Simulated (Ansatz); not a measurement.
Consider the formal exchange of groups at a C–Cl bond: `[F][GeH2][CH2]Cl` + `CF` → `FC[CH2][GeH2][F]` + HCl.

Calculated with Ansatz (gas phase, PBE0-D4/def2-TZVP geometries, no zero-point term in ΔE). CCSD(T)/CBS adds triple-zeta CCSD(T) − MP2 to the extrapolated MP2 energy (def2 sets, frozen cores). This one scheme is used for every species. For Ge outer-core shells are correlated without core-valence functions, which leaves a few kJ/mol of doubt a bond. Scalar relativity is left out up to krypton. Each species was taken in one conformer, which may not be the lowest.

```
           species  CCSD(T)/CBS(def2) energy (Eh)
`[F][GeH2][CH2]Cl`                    -2676.16960
              `CF`                     -139.63461
`FC[CH2][GeH2][F]`                    -2355.44231
               HCl                     -460.38127
```

Question: Work out ΔE.

Answer: ΔE = (-2355.44231) + (-460.38127) − (-2676.16960) − (-139.63461) = -0.01937 Eh = -50.9 kJ/mol.

Largest T1 diagnostic among the species: 0.011.

In def2-TZVPP, CCSD(T) changes the Hartree–Fock value by −8.5 kJ/mol (the triples alone add +0.3 kJ/mol) and MP2 by −8.3 kJ/mol.
